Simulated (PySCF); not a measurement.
The complex [VCl6]4- (charge -4) contains V(II), shell d3. The structure is a PBE0-D3(BJ)/def2-SVP, IEF-PCM water geometry optimised for multiplicity 4; coordination octahedral, point group Oh, metal–donor distances 2.60 Å.

Method (PySCF 2.14, density fitting): CASSCF(3,5) with orbitals averaged over all microstates of the shell, strongly contracted NEVPT2 on the averaged canonical orbitals; basis x2c-TZVPall on the metal, x2c-SVPall elsewhere; spin-free X2C; IEF-PCM water; spin-orbit coupling by state interaction with the mean-field operator over all roots.

CASSCF energies above the lowest CASSCF root:

| state | CASSCF / cm⁻¹ |
| --- | --- |
| 4A2g | 0 |
| 4T2g | 6159 |
| 4T1g | 10562 |
| 2Eg | 15752 |
| 2T1g | 16507 |
| 2A1g | 19791 |
| 2T2g | 20469 |
| 4T1g | 21649 |
| 2T2g | 22695 |
| 2T1g | 23348 |
| 2Eg | 25112 |
| 2T1g | 27255 |
| 2T1g | 29440 |
| 2T2g | 30298 |
| 2Eg | 34595 |
| 2A2g | 38014 |
| 2T2g | 38653 |
| 2T1g | 41156 |
| 2Eg | 57591 |
| 2T2g | 59494 |

Question: How does dynamic correlation (SC-NEVPT2) move these states?

Answer: 
```tsv
state	NEVPT2 / cm⁻¹	shift / cm⁻¹
4A2g	0	0
4T2g	7286	+1128
4T1g	12157	+1595
2Eg	14088	-1664
2T1g	14986	-1520
2A1g	19263	-528
2T2g	19021	-1447
4T1g	20670	-979
2T2g	21843	-852
2T1g	22518	-830
2Eg	23729	-1382
2T1g	26396	-859
2T1g	29854	+414
2T2g	29316	-982
2Eg	34512	-83
2A2g	34418	-3597
2T2g	35061	-3592
2T1g	38299	-2857
2Eg	50726	-6865
2T2g	52967	-6527
```

No frequencies were computed for the optimised geometry. NEVPT2 lifts 4T2g from 6159 to 7286 cm⁻¹; on the d shell alone it tends to overshoot states that fill the eg-type orbitals.
